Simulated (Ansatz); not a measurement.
Program: Ansatz. Geometries: PBE0-D4/def2-TZVP. ΔE: electronic, gas phase. CCSD(T)/CBS is the MP2 limit (def2-TZVPP, def2-QZVPP) plus CCSD(T) − MP2 in def2-TZVPP, frozen cores. This one scheme is used for every species. Functionals use def2-TZVPP. For Ge outer-core shells are correlated without core-valence functions, which leaves a few kJ/mol of doubt a bond. Scalar relativity is left out up to krypton. Each species was taken in one conformer, which may not be the lowest.

Consider the formal exchange of groups at a Ge–C bond: `C[CH2][Ge][O]C` + CH₃SH → `C[O][Ge][SH]` + propane.

`C[CH2][Ge][O]C`:

Cartesian coordinates in Å:
```
C 1.016 0.599 1.458
C 0.028 -0.537 1.661
Ge -1.041 -1.157 0.097
O -0.341 -0.002 -1.078
C -0.748 0.020 -2.424
H 0.517 1.502 1.101
H 1.540 0.849 2.386
H 1.767 0.344 0.708
H 0.528 -1.438 2.043
H -0.712 -0.290 2.435
H -1.517 -0.732 -2.644
H 0.113 -0.167 -3.072
H -1.151 1.008 -2.670
```

CH₃SH:

Z-matrix (Å, degrees):
```
C
S 1 1.806
H 1 1.089 2 111.5
H 1 1.089 2 111.5 3 -123.8
H 1 1.090 2 106.2 3 118.1
H 2 1.342 1 97.1 3 61.9
```

`C[O][Ge][SH]`:

Cartesian coordinates in Å:
```
C -0.986 -0.238 -0.110
O -0.124 -1.086 0.601
Ge 1.614 -0.957 0.964
S 2.202 0.997 -0.026
H -1.049 0.755 0.350
H -0.671 -0.122 -1.153
H -1.985 -0.680 -0.103
H 1.000 1.331 -0.524
```

`CCC`:

Z-matrix (Å, degrees):
```
C
C 1 1.519
H 1 1.094 2 111.1
H 1 1.094 2 111.1 3 119.5
H 1 1.093 2 111.7 3 -120.3
C 2 1.519 1 112.7 3 -59.7
H 2 1.095 1 109.5 3 178.2
H 2 1.095 1 109.5 3 62.4
H 6 1.094 2 111.0 1 59.7
H 6 1.093 2 111.7 1 -180.0
H 6 1.094 2 111.1 1 -59.7
```

CCSD(T)/CBS gives -1.33 eV.

(1) Another level gave -1.40 eV. Which?
A. RPA@PBE/def2-TZVPP
B. PBE0/def2-TZVPP
C. LDA (SPW92)/def2-TZVPP
D. SCS-MP2/def2-TZVPP

Largest T1 diagnostic among the species: 0.015.

Results:

(1) B. PBE0 -1.40, SCS-MP2/def2-TZVPP -1.33, LDA (SPW92) -1.45, RPA@PBE/def2-TZVPP -1.28 eV.

In def2-TZVPP, CCSD(T) changes the Hartree–Fock value by +0.06 eV (the triples alone add −0.01 eV) and MP2 by +0.03 eV. Leaving LDA and LC-ωPBE aside and taking each functional with its dispersion term where it has one, the values, not all of them listed here, spread over 0.11 eV, from B97M-V to ωB97X-V. LDA lies −0.04 eV from PBE without D4.
